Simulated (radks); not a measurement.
The mean radii <r> (bohr) of the occupied orbitals of an atom or ion are listed with their occupations. All-electron calculation, Dirac Kohn-Sham, PBE, spin-unpolarised, spherical densities, finite nucleus; Fermi nuclear charge, rms radius of each element as measured or else 0.836 A^(1/3) + 0.57 fm. Program: a radial shooting solver on a logarithmic mesh with Libxc functionals.

| orbital | occ. | <r> |
|---|---|---|
| 1s1/2 | 2 | 0.1306 |
| 2s1/2 | 2 | 0.6971 |
| 2p1/2 | 2 | 0.6879 |
| 2p3/2 | 4 | 0.6902 |
| 3s1/2 | 2 | 3.150 |

Name the element and its charge. Open shells, if any, fill j = l - 1/2 first.

Answer. Z = 12, magnesium, charge 0: Mg in [Ne] 3s2. The 1s radius gives Z: for a bare nucleus <r> = (2 gamma + 1)/(2Z) with gamma = sqrt(1 - (Z/c)^2), 0.1247 bohr for Z = 12, and screening makes it slightly larger (0.1306 here). The occupations add up to 12, and the charge is Z minus that.
